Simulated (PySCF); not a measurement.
# Finite-field polarisability of Ne (neon, neutral)

[Ne], closed-shell 1S. Computed with PySCF 2.14 in x2c-QZVPPall with one added diffuse shell each of s, p, d, f type (8s5p4d3f1g, 73 functions), with scalar relativity by spin-free X2C-1e. Frozen: 1s2. Energy changes in a uniform field (μhartree):

| axis | F (au) | HF | MP2 | CCSD | CCSD(T) |
| --- | --- | --- | --- | --- | --- |
| x | 0.0092 | -99.044 | -111.760 | -108.863 | -110.642 |
| x | 0.0184 | -396.325 | -447.257 | -435.656 | -442.783 |

Problem. Derive α along x at CCSD(T) from the two fields.

Solution. With ΔE = −αF²/2 − γF⁴/24, α = −(16 ΔE(F) − ΔE(2F))/(6F²) = 2.614 bohr³.

Problem. And the mean polarisability at each level?

Solution. HF 2.340, MP2 2.640, CCSD 2.572, CCSD(T) 2.614 bohr³. Reference: 2.661 bohr³ (recommended; Schwerdtfeger and Nagle, table of static dipole polarizabilities (2023 update)).
